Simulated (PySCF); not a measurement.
**Atomic charges by several schemes**

Compound: C7H12BF.
SMILES with atom numbers: `[CH3:1]/[C:2](=[CH:3]/[F:4])[C@H:5]1[BH:6][CH2:7][CH2:8][CH2:9]1` (hydrogens: H10, H11, H12 on C1; H13 on C3; H14 on C5; H15 on B6; H16, H17 on C7; H18, H19 on C8; H20, H21 on C9)

Structure used (PBE0-D3(BJ)/def2-SVP), in Å, numbered top down from 1:
```
atom  x, y, z in Å
C1     1.893   -0.035    1.353
C2     1.474    0.473    0.007
C3     2.334    1.169   -0.738
F4     2.013    1.641   -1.950
C5     0.092    0.159   -0.473
B6    -0.337   -1.335   -0.723
C7    -1.863   -1.442   -0.394
C8    -2.324    0.011   -0.211
C9    -1.094    0.751    0.317
H10    2.930    0.238    1.593
H11    1.812   -1.135    1.395
H12    1.249    0.365    2.153
H13    3.362    1.410   -0.454
H14    0.000    0.533   -1.520
H15    0.391   -2.225   -1.098
H16   -1.854   -1.960    0.592
H17   -2.491   -2.069   -1.046
H18   -3.203    0.124    0.444
H19   -2.606    0.429   -1.193
H20   -0.966    0.533    1.392
H21   -1.170    1.846    0.222
```

Density: PBE0/pcSseg-1 (PySCF); schemes: Mulliken, IAO, Hirshfeld and ESP-fitted. The structure is a single PBE0-D3(BJ)/def2-SVP conformer in the gas phase; no vibrational or solvent corrections.

Problem. Atoms with like bonding are taken together and averaged. For which atoms does the sign change between the 4 schemes (beyond +0.03 e in one, beyond −0.03 e in another)?

Solution. C3 and C5. Atomic charges aren't observables, and each scheme defines them in its own way.

Problem. At which atom do the 4 schemes differ most?

Solution. At C5: from -0.464 (Mulliken) to +0.417 e (ESP-fitted), 0.881 e apart.

Problem. Do the Mulliken, IAO, Hirshfeld and ESP-fitted schemes agree on where the charge is highest?

Solution. The schemes don't all agree: Mulliken B6 (+0.438); IAO B6 (+0.185); Hirshfeld B6 (+0.167); ESP-fitted C5 (+0.417).

Problem. What partial charge does each atom carry?

Solution. In e; atoms taken as equivalent share a row and are averaged (×n: the atom named and its like, n in all):

```csv
atom,environment,Mulliken,IAO,Hirshfeld,ESP-fitted
C1,allylic carbon,-0.161,-0.406,-0.112,-0.434
C2,fully substituted alkene carbon,-0.385,-0.024,-0.015,-0.212
C3,vinylic C–F carbon,+0.309,+0.103,+0.016,-0.088
F4,vinyl fluorine,-0.282,-0.277,-0.087,-0.157
C5,sp3 carbon bound to boron,-0.464,-0.256,-0.095,+0.417
B6,three-coordinate boron,+0.438,+0.185,+0.167,+0.205
C7,sp3 carbon bound to boron,-0.484,-0.406,-0.141,-0.291
C8,ring CH2 carbon,-0.202,-0.247,-0.067,-0.052
C9,ring CH2 carbon,-0.153,-0.243,-0.067,-0.198
H10/H11/H12,methyl hydrogen,+0.126,+0.143,+0.044,+0.138
H13,vinylic hydrogen,+0.089,+0.143,+0.051,+0.190
H14,methine hydrogen,+0.148,+0.170,+0.046,-0.003
H15,B–H hydrogen,+0.016,+0.009,-0.060,-0.134
H16,methylene hydrogen,+0.141,+0.160,+0.050,+0.094
H17,methylene hydrogen,+0.140,+0.149,+0.043,+0.076
H18,methylene hydrogen,+0.119,+0.132,+0.036,+0.037
H19,methylene hydrogen,+0.115,+0.126,+0.036,+0.038
H20,methylene hydrogen,+0.113,+0.117,+0.032,+0.067
H21,methylene hydrogen,+0.126,+0.134,+0.036,+0.034
```

Mean size of the charges over all atoms: Mulliken 0.203 e, IAO 0.177 e, ESP-fitted 0.150 e, Hirshfeld 0.061 e. Each set sums to the total charge, 0, to within 0.001 e. The ESP scheme fits charges at the nuclei, held to the total charge, to the electrostatic potential on points at 1.4 to 2.0 times the van der Waals radii. The IAO scheme projects the occupied orbitals on a minimal set of polarised atomic orbitals and counts the electrons in each atom's part of it.

Problem. Sum the charges by element, for elements with more than one atom.

Solution. 
| element | atoms | Mulliken | IAO | Hirshfeld | ESP-fitted |
| --- | --- | --- | --- | --- | --- |
| C | 7 | -1.539 | -1.478 | -0.482 | -0.859 |
| H | 12 | +1.384 | +1.569 | +0.401 | +0.812 |

Problem. How many electrons does the IAO scheme count on C8?

Solution. Z − q = 6 − (-0.247) = 6.247.

The run behind these numbers computed NMR shieldings as well. Hardware: one thread, Arm Neoverse N1 (aarch64), on a shared host. Cost: 70 s of wall time, 1.1 GiB resident at most.
